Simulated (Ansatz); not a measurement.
F2GaH4NSi, SMILES `[NH2][Ga]([F])[SiH2]F`. Total charge 0; spin multiplicity 1.

```tsv
atom	x (Å)	y (Å)	z (Å)
N1	-0.0959	1.8018	-1.0658
Ga2	-0.1609	0.0256	-0.7675
F3	-0.5342	-0.8757	-2.2398
Si4	0.1730	-1.2396	1.2409
F5	0.4949	-0.2247	2.4456
H6	0.1019	2.4888	-0.3595
H7	-0.2561	2.2090	-1.9719
H8	-1.0424	-2.0108	1.6056
H9	1.3196	-2.1744	1.1124
```

Question: What are the harmonic wavenumbers in cm⁻¹ at PBE0-D4/def2-TZVP (Ansatz, finite differences of forces, unscaled)? (An estimate is asked.)

Answer: Computed: 37, 70, 128, 172, 190, 241, 347, 406, 476, 656, 717, 725, 731, 847, 882, 943, 1552, 2228, 2237, 3617, 3728.

Question: Is this a minimum?

Answer: Yes, all 21 modes are real.

Question: Give the ideal-gas thermochemistry at 298.15 K and 1 bar (rigid rotor, harmonic oscillator; point group Cs, symmetry number 1).

Answer: Zero-point energy 125.2 kJ/mol; H(298) − E = 149.7 kJ/mol; entropy 387.5 J/(mol·K), of which translation 171.7, rotation 117.5, vibration 98.3; G(298) − E = 34.1 kJ/mol. Modes under 100 cm⁻¹ are hindered rotations or soft bends, so the harmonic entropy is rough.

Question: And at 400, 500, 600, 800 and 1000 K?

Answer: 
| T (K) | H − E (kJ/mol) | S (J/mol/K) | G − E (kJ/mol) |
| --- | --- | --- | --- |
| 400 | 162.7 | 424.9 | -7.3 |
| 500 | 176.8 | 456.4 | -51.4 |
| 600 | 191.9 | 483.8 | -98.4 |
| 800 | 224.0 | 530.0 | -200.0 |
| 1000 | 258.2 | 568.1 | -309.9 |
